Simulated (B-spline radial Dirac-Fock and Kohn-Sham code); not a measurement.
**Binding energies of Gd⁴²⁺ at several levels of theory**

System: Gd⁴²⁺, configuration 1s2 2s2 2p6 3s2 3p6 3d4.

The density-functional columns are spherical, spin-unpolarised Dirac-Kohn-Sham results without Breit or QED terms: −ε is minus the orbital energy of the initial state and ΔSCF the difference of two total energies. The reference in the last column comes from multi-electron Dirac-Fock with separately optimised hole states, Breit and Lamb-shift corrections added in first order. All numbers are from a B-spline atomic structure program, in eV; a selection of levels is shown. The Kohn-Sham columns are given as differences from the reference. For the 1s level of heavy atoms much of the gap between ΔSCF and the reference is the Breit and QED part, -216.9 eV here; for other levels the error of the functional can be larger.

```
level  LDA −ε − DF  LDA ΔSCF − DF  Dirac-Fock
    K       -291.1         +204.9     52621.5
   L1       -163.7          -46.8     10692.1
   L2       -125.4          +15.4     10260.1
   L3       -131.5           -2.0      9563.1
   M1        -76.3          -26.7      3904.3
   M2        -53.7           -1.4      3724.2
   M3        -54.6           -4.7      3559.5
 M4,5        -54.4           +2.4      3288.6
```

Values without a named source are computed, but for edge energies of neutral atoms, which are taken from tables.
